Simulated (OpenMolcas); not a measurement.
Pd4+ (d6) among equal point charges was computed by CASSCF with the d shell active (OpenMolcas, ANO-RCC-VDZP on the metal). Its lowest spin-free states, and all those of the highest spin:

```tsv
2S+1	Degeneracy	E (cm-1)
5	1	0.0
5	2	1740
5	2	1945
3	3	21716
3	1	21718
3	2	22449
3	2	22798
3	2	22930
3	1	23069
3	1	24505
3	2	24963
3	2	25421
```

Is the site octahedral, tetrahedral or cube-like, axial, or of lower symmetry?

The states with 2S+1 = 5 have orbital degeneracies 1, 2, 2. There are pairs but no triples, so the site is axial: not cubic, but with a proper or improper axis of order three or more. The run had Pd4+ among 6 point charges of -0.5 e arranged as a trigonal prism (D3h), 1.83 Å from the ion, with a polar angle of 57.9° against the regular 49.1°.

Without dynamic correlation the repulsion within the d shell is too large (B by tens of per cent), so at a given field states of lower spin stand too high. Point charges give a weaker field than real ligands, and real ions of this kind are as a rule low spin; the high spin found here belongs to the model. The ground term spreads over less than 5000 cm-1, several times less than with real ligands, so orbital moments are less quenched and χT lies further from the spin-only value than at real sites. This is an electrostatic model: the charges have no orbitals. A group larger than the point group allows holds several states that coincide in this model. No measured value stands beside these numbers.
